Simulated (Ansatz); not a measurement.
In₁₂N₁₂⁻, relaxed as a doublet with UKS PBE-D4/def2-SVP in Ansatz, starting from the PBE-D4/def2-SVP geometry of the neutral singlet. Force threshold 0.03 eV/Å.

In the def2 sets In takes a core potential; there is no spin–orbit coupling. Single mean-field runs in def2-SVP are fitted with def2-universal-jkfit.

Start:

```csv
atom,x (Å),y (Å),z (Å)
In1,-0.513,-3.342,1.257
In2,2.138,-1.277,-1.619
In3,-0.206,0.796,-3.171
In4,-3.070,-0.942,1.602
In5,-2.729,1.200,-0.712
In6,-1.365,-1.694,-1.118
In7,1.975,-1.679,1.381
In8,2.452,1.977,-2.589
In9,-0.701,1.397,1.860
In10,-0.015,-1.023,3.541
In11,0.267,3.137,-0.948
In12,2.647,1.194,0.744
N13,0.612,-2.353,-0.486
N14,-2.383,-2.716,0.529
N15,0.902,-2.873,2.817
N16,-1.930,-0.056,-2.334
N17,1.840,-0.010,-3.248
N18,0.456,2.845,-3.080
N19,-4.229,0.373,0.463
N20,-1.811,0.000,3.100
N21,-1.361,2.608,0.264
N22,3.391,-0.778,0.105
N23,2.410,2.792,-0.574
N24,1.224,0.423,2.215
```

```json
{"step": "1", "energy (eV)": "-79935.5854", "largest force component (eV/Å)": "0.701", "SCF passes": "86"}
{"step": "2", "energy (eV)": "-79935.7218", "largest force component (eV/Å)": "0.407", "SCF passes": "53"}
{"step": "3", "energy (eV)": "-79935.7662", "largest force component (eV/Å)": "0.134", "SCF passes": "32"}
{"step": "4", "energy (eV)": "-79935.7748", "largest force component (eV/Å)": "0.074", "SCF passes": "37"}
{"step": "5", "energy (eV)": "-79935.7778", "largest force component (eV/Å)": "0.025", "SCF passes": "32"}
```

Force components are those of the run's own axes.

End:

```
atom   x (Å)   y (Å)   z (Å)
 In1  -0.520  -3.464   1.240
 In2   2.149  -1.287  -1.636
 In3  -0.210   0.788  -3.208
 In4  -3.011  -0.991   1.667
 In5  -2.684   1.267  -0.770
 In6  -1.305  -1.728  -1.128
 In7   1.905  -1.668   1.354
 In8   2.458   1.999  -2.609
 In9  -0.680   1.414   1.870
In10  -0.031  -1.015   3.578
In11   0.262   3.166  -0.945
In12   2.640   1.198   0.732
 N13   0.643  -2.483  -0.538
 N14  -2.377  -2.695   0.519
 N15   0.822  -2.839   2.807
 N16  -1.916  -0.068  -2.296
 N17   1.833  -0.010  -3.268
 N18   0.435   2.834  -3.063
 N19  -4.175   0.376   0.472
 N20  -1.831   0.047   3.134
 N21  -1.376   2.637   0.284
 N22   3.347  -0.759   0.100
 N23   2.397   2.824  -0.566
 N24   1.228   0.460   2.270
```

By distances, no bond broke or formed. The bond that changes most is In4–N19, from 2.09 to 2.16 Å (atoms count from 1).

No frequencies were taken in this run, so the end may be a saddle point.

Run time 31 s (2 threads of AMD EPYC 7R13 on a shared host and a share (18 GiB) of an NVIDIA H100 80GB HBM3), peak host memory 1.2 GiB.
